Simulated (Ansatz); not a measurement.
This geometry of C2H4BFO (9 atoms, charge 0, multiplicity 1) is a first-order saddle point.

Method: RKS PBE-D4/6-31G* (Ansatz 0.2.0).

```xyz
9
Properties=species:S:1:pos:R:3
O -1.910 -0.356 0.989
C -0.773 -0.458 0.220
C 0.261 0.414 0.258
B 1.506 0.130 -0.600
F 2.545 0.980 -0.598
H -2.587 0.166 0.513
H -0.723 -1.370 -0.398
H 0.169 1.297 0.905
H 1.601 -0.849 -1.306
```

Which two structures does it join? (They come from a converged band through this point; their orientation in space is the band's.)

No bond is made or broken. The dihedral H6–O1–C2–C3 goes from 0 to 180°.

Initial state:

```xyz
9
Properties=species:S:1:pos:R:3
O -2.042 -0.507 0.651
C -0.804 -0.549 0.112
C 0.144 0.426 0.123
B 1.485 0.156 -0.555
F 2.454 1.091 -0.570
H -2.161 0.373 1.072
H -0.634 -1.520 -0.368
H -0.083 1.382 0.620
H 1.730 -0.898 -1.102
```

Final state:

```xyz
9
Properties=species:S:1:pos:R:3
O -1.967 -0.059 0.807
C -0.780 -0.314 0.201
C 0.232 0.588 0.154
B 1.522 0.189 -0.557
F 2.564 1.038 -0.639
H -2.545 -0.844 0.720
H -0.677 -1.308 -0.260
H 0.076 1.564 0.631
H 1.663 -0.900 -1.074
```

How far does it lie above each of them?

0.47 eV above the first and 0.37 eV above the second. This is the barrier of this one path; another mechanism may lie lower.

The run took 100 s on 1 thread of Arm Neoverse V1, on a shared host, peak memory 0.11 GiB.
